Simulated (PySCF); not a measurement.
## A small calculation by hand: oscillator strength and radiative lifetime

Ge(Me)(OH) (CH4GeO), SMILES [CH3][Ge][OH] (connectivity only; charge and spin as stated), neutral, multiplicity 1.

Geometry: ωB97X-D3(BJ)/def2-TZVP. One conformer was computed; it need not be the lowest.

TDA-B3LYP/def2-SVPD run with PySCF 2.14.0 puts the first singlet state with f over 0.02 at 3.35 eV (vertical), with the transition dipole (0.000, 0.000, 0.668) in atomic units.

Find the oscillator strength, the wavelength and the radiative lifetime that this transition would have in vacuum if emission retraced absorption.


|μ|² = 0.4462 au, so |μ| = 1.70 D. ΔE = 3.35/27.211 = 0.1231 hartree. f = (2/3) ΔE |μ|² = 0.037 (the program prints 0.037).
λ = 1239.84/3.35 = 370 nm; ν = 27020 cm⁻¹.
Einstein's coefficient A = 0.6670 ν² f s⁻¹ (ν in cm⁻¹) = 1.8e7 s⁻¹, so τ = 1/A = 56 ns. This state is S1. The figure is the radiative limit of this one transition; relaxation, internal conversion, crossing to triplets and a medium change what is measured.
